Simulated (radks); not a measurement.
All-electron atom: the tellurium ion Te2.5+ in [Kr] 4d10 5s2 5p(up 0.75, down 0.75) (fractional occupations, a model configuration).

Calculated with a radial shooting solver on a logarithmic mesh with Libxc functionals: scalar-relativistic Kohn-Sham, PBE, spin-polarised, spherical densities, point nucleus.

Energy parts (hartree):
| part | energy |
|---|---|
| total | -6793.01387 |
| kinetic | 7117.66839 |
| electron-nucleus | -16387.64866 |
| Hartree | 2651.75249 |
| exchange-correlation | -174.78609 |

Orbitals (lengths in bohr, moments of r in powers of bohr):
| orbital | occ. | eigenvalue (hartree) | <r> | <1/r> |
|---|---|---|---|---|
| 1s | 2 | -1163.292 | 0.02781 | 55.58 |
| 2s | 2 | -179.1763 | 0.1198 | 12.72 |
| 2p | 6 | -160.9366 | 0.1048 | 12.19 |
| 3s | 2 | -36.39820 | 0.3221 | 4.545 |
| 3p | 6 | -30.46964 | 0.3202 | 4.323 |
| 3d | 10 | -21.50799 | 0.2968 | 4.088 |
| 4s | 2 | -6.96103 | 0.7644 | 1.822 |
| 4p | 6 | -5.12354 | 0.8205 | 1.664 |
| 4d | 10 | -2.44545 | 0.9663 | 1.373 |
| 5s | 2 | -1.38273 | 1.948 | 0.6672 |
| 5p | 1.5 | -0.98783 | 2.284 | 0.5618 |

The highest occupied level is 5p at -26.880 eV. The density falls to 0.001 e/bohr^3 at r = 3.77 bohr. Summed over all electrons, <r^2> = 36.31 bohr^2, which gives a Langevin (diamagnetic) susceptibility term of -28.8 x 10^-6 cm^3/mol.
